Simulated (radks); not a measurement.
Results of a calculation; reference values are marked as such.
All-electron atom: Cd in [Kr] 4d10 5s2.

Code: a radial shooting solver on a logarithmic mesh with Libxc functionals. Model: non-relativistic Kohn-Sham, TPSS, spin-polarised, spherical densities, point nucleus; meta-GGA in the generalised Kohn-Sham scheme; relativity is left out, which matters for an element this heavy.

Energy parts (eV):
part                       energy
total                 -148772.412
kinetic                148710.958
electron-nucleus      -354152.071
Hartree                 60776.638
exchange-correlation    -4107.938

Orbitals (lengths in bohr, moments of r in powers of bohr):
orbital,occ.,eigenvalue (eV),<r>,<r^4>,<r^2>,<1/r>
1s,2,-25676.35,0.03169,4.570e-06,0.001344,47.49
2s,2,-3731.233,0.1373,0.0008335,0.02213,10.82
2p,6,-3476.144,0.1173,0.0005498,0.01673,10.82
3s,2,-694.3478,0.3707,0.03755,0.1570,3.871
3p,6,-590.5475,0.3626,0.03714,0.1524,3.786
3d,10,-399.3945,0.3347,0.03292,0.1331,3.635
4s,2,-98.8672,0.9109,1.329,0.9397,1.501
4p,6,-65.7051,0.9748,1.873,1.088,1.387
4d,10,-12.6725,1.273,8.185,1.976,1.063
5s,2,-5.1910,3.029,196.1,10.65,0.4217

The highest occupied level is 5s at -5.191 eV. Summed over all electrons, <r^2> = 52.17 bohr^2, which gives a Langevin (diamagnetic) susceptibility term of -41.3 x 10^-6 cm^3/mol. The density falls to 0.001 e/bohr^3 at r = 4.46 bohr. For comparison, the ionisation energy in NIST's Atomic Spectra Database is 8.994 eV (measured). In exact Kohn-Sham theory the highest level is minus the ionisation energy, but local and semilocal functionals leave it too shallow, through self-interaction and a potential that decays too fast; potentials with the right tail come closer.
